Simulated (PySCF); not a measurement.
Geometries of 3 isomers of C5H5F2NO2, from PBE0-D3(BJ)/def2-SVP geometry optimisation, gas phase (PySCF 2.14.0). One conformer each, no zero-point energy, no frequencies.

Question: Which is lowest in electronic energy at this level?
A.
```xyz
15
angstrom
N      0.090    2.846   -0.954
C      0.071    1.738   -0.624
C      0.140    0.318   -0.216
O     -0.897   -0.021    0.652
C     -2.164   -0.024    0.121
F     -2.896   -0.828    0.885
F     -2.694    1.207    0.179
C      1.489   -0.169    0.322
C      1.475   -1.077   -0.912
O      0.217   -0.526   -1.340
H     -2.175   -0.374   -0.925
H      1.381   -0.665    1.294
H      2.279    0.589    0.358
H      2.265   -0.890   -1.654
H      1.400   -2.159   -0.718
```
B.
```xyz
15
angstrom
C      2.525    0.470   -0.008
C      1.095    0.547    0.453
O      0.611    1.522    0.960
C      0.275   -0.718    0.224
O     -1.064   -0.566    0.642
C     -1.947   -0.184   -0.293
F     -1.547    0.907   -0.968
F     -2.122   -1.146   -1.228
C     -3.246    0.086    0.369
N     -4.266    0.294    0.866
H      2.998   -0.482    0.278
H      3.090    1.313    0.407
H      2.554    0.531   -1.109
H      0.339   -1.035   -0.831
H      0.703   -1.531    0.831
```
C.
```xyz
15
angstrom
C      2.835   -0.556   -0.305
O      1.744    0.325   -0.144
C      0.569   -0.084   -0.590
C     -0.558    0.644   -0.443
C     -0.605    1.893    0.243
N     -0.687    2.902    0.811
O     -1.724    0.192   -1.017
C     -2.649   -0.313   -0.141
F     -3.771   -0.484   -0.827
F     -2.244   -1.512    0.313
H      3.716   -0.044    0.100
H      2.675   -1.493    0.253
H      3.008   -0.784   -1.369
H      0.507   -1.043   -1.119
H     -2.824    0.351    0.726
```

Answer: B. That is `CC(=O)COC(F)(F)C#N`, 10.2 kcal/mol below the next.

```
              SMILES                                           atoms numbered as above      E (Eh)  relative (kcal/mol)  relative (kJ/mol)  dipole (D)
  CC(=O)COC(F)(F)C#N   [CH3:1][C:2](=[O:3])[CH2:4][O:5][C:6]([F:7])([F:8])[C:9]#[N:10]  -597.31119                  0.0                0.0        5.81
N#C[C@]1(OC(F)F)CCO1  [N:1]#[C:2][C@:3]1([O:4][CH:5]([F:6])[F:7])[CH2:8][CH2:9][O:10]1  -597.29490                 10.2               42.8        4.60
  CO/C=C(\C#N)OC(F)F   [CH3:1][O:2]/[CH:3]=[C:4](\[C:5]#[N:6])[O:7][CH:8]([F:9])[F:10]  -597.28781                 14.7               61.4        5.04
```

As drawn, the lowest has a C=O bond, which the highest lacks; the highest has a C=C bond outside aromatic rings, which the lowest lacks.
